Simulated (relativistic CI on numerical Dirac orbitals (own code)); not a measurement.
**Ir⁶⁺ (5d3) in a crystal field**

Calculated by Dirac-Coulomb-Breit CI, orbitals from a KLI potential per configuration, a model potential for QED, one configuration in a parametric crystal field, unscaled Slater integrals (own radial code). With so little scaling, terms lie 10 to 35 % too far apart, which can change the order of excited levels.

Field parameters in Wybourne normalisation: D4h B²₀ = −7Ds, B⁴₀ = 21(Dq − Dt), B⁴₄ = 21√(5/14) Dq; Oh B⁴₀ = 21Dq, B⁴₄ = √(5/14) B⁴₀; Td as Oh with Dq negative (B⁴₀ = 21Dq, B⁴₄ = √(5/14) B⁴₀). The field is a parameter set, without covalency.

S is read from ⟨S²⟩ = S(S + 1).

Powder χT (cm³ K mol⁻¹) by Van Vleck's formula, with temperature-independent terms:

| Field | 2 K | 5 K | 10 K | 20 K | 50 K | 100 K | 200 K | 300 K |
| --- | --- | --- | --- | --- | --- | --- | --- | --- |
| D4h, 10Dq = 16100, Ds = 2080, Dt = 510 cm⁻¹ | 0.193 | 0.194 | 0.195 | 0.196 | 0.201 | 0.208 | 0.223 | 0.238 |
| Oh, 10Dq = 29850 cm⁻¹ | 0.895 | 0.895 | 0.896 | 0.896 | 0.898 | 0.902 | 0.909 | 0.917 |
| Oh, 10Dq = 31050 cm⁻¹ | 0.923 | 0.923 | 0.923 | 0.924 | 0.926 | 0.93 | 0.937 | 0.944 |
| Oh, 10Dq = 32400 cm⁻¹ | 0.952 | 0.952 | 0.953 | 0.953 | 0.955 | 0.959 | 0.966 | 0.972 |
| Oh, 10Dq = 32900 cm⁻¹ | 0.962 | 0.963 | 0.963 | 0.964 | 0.966 | 0.969 | 0.976 | 0.983 |
| Td, 10Dq = -10150 cm⁻¹ | 0.109 | 0.109 | 0.11 | 0.111 | 0.113 | 0.118 | 0.126 | 0.135 |
| Td, 10Dq = -16950 cm⁻¹ | 0.159 | 0.16 | 0.16 | 0.161 | 0.164 | 0.169 | 0.18 | 0.19 |
| Td, 10Dq = -18450 cm⁻¹ | 0.171 | 0.171 | 0.172 | 0.173 | 0.176 | 0.181 | 0.192 | 0.202 |

(1) For Td, 10Dq = -10150 cm⁻¹: what effective moment follows at 300 K?

Answers

(1) μ_eff = √(8χT) = 1.04 μB. The ground level has S = 1.36; the spin-only moment for S = 3/2 is 3.88 μB. The difference comes from the orbital moment, spin-orbit mixing of terms and temperature-independent paramagnetism, all larger in this ionic model than in covalent complexes.
